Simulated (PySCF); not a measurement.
Mean harmonic wavenumber (cm⁻¹) of eight silicon and germanium compounds: PBE-D3(BJ) beside ωB97X-D3(BJ), computed with PySCF for isolated molecules in the bases named; differences from unrounded values. The eight are the first of their class met in an unordered collection, after screening for sound electronic states; none was chosen by its value. Each level has its own optimised geometry.

```tsv
molecule	basis	ωB97X-D3(BJ)	PBE-D3(BJ)	difference
Ge(H)(F)2(Et) (C₂H₆F₂Ge), SMILES [F][GeH]([CH2]C)[F]	def2-SVP	1286	1232	-53
Si(Cl)(F)2(NHMe) (CH₄ClF₂NSi), SMILES CN[Si](Cl)(F)F	def2-SVP	1162	1116	-46
C2H8ClNSi2, SMILES [SiH3]/N=C/[Si@@H](Cl)C	def2-SVP	1151	1098	-53
Si(Cl)(F)2(SMe) (CH₃ClF₂SSi), SMILES CS[Si](F)(F)Cl	def2-SVP	1010	966	-44
C₂H₄ClFOSi, SMILES C[Si@@](F)(Cl)C=O	def2-SVP	1112	1064	-49
BrGeH3Se, SMILES [GeH3][Se]Br	def2-SVP	933	873	-60
Si(H)2(Me)(NCO) (C2H5NOSi), SMILES C[SiH2]N=C=O	def2-SVP	1253	1203	-51
B(Me)(SiH3)2 (CH₉BSi₂), SMILES CB([SiH3])[SiH3]	def2-SVP	1194	1140	-54
```

PBE-D3(BJ) lies below ωB97X-D3(BJ) in 8 and above it in 0 of the eight; the mean signed difference is -51 and the largest -60 cm⁻¹.
